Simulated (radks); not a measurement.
Spherical quantum dot in the effective-mass picture: electrons in a hard-walled sphere of radius 3.63, with a point charge +2 (a donor) at the centre, all in effective atomic units (hartree* = m*/eps^2 hartree, bohr* = eps/m* bohr), one dielectric constant everywhere. Method: non-relativistic Kohn-Sham, exchange-only LDA, spin-polarised, spherical densities; computed with a radial shooting solver with Libxc functionals. Levels are named by radial order and angular momentum (1s, 1p, 1d, 2s, ...), and open shells are averaged over m. Results are scaled to m* = 0.066 and eps = 7.4, for which hartree* = 32.8 meV and bohr* = 5.933 nm.

N = 13, configuration 1s2 1p6 1d(up 3, down 0) 2s2. This is the lowest configuration that the search found. Occupied and some empty levels:

| level | occupation | eigenvalue (meV) | <r> (nm) |
|---|---|---|---|
| 1s up | 1 | 135.39 | 9.885 |
| 1s down | 1 | 136.81 | 9.332 |
| 1p up | 3 | 148.43 | 14.10 |
| 1p down | 3 | 150.89 | 14.04 |
| 2s up | 1 | 156.09 | 9.781 |
| 2s down | 1 | 157.47 | 10.25 |
| 1d up | 3 | 161.51 | 14.91 |
| 1d down | 0 | 164.11 | 14.89 |
| 1f up | 0 | 178.37 | 15.48 |
| 1f down | 0 | 181.01 | 15.47 |
| 1g up | 0 | 198.83 | 15.92 |
| 2p up | 0 | 199.04 | 10.89 |
| 2p down | 0 | 200.45 | 10.87 |
| 1g down | 0 | 201.49 | 15.93 |

Energy (meV): total 886.568, kinetic 460.85, external -554.34, Hartree 1132.5, exchange-correlation -152.47.
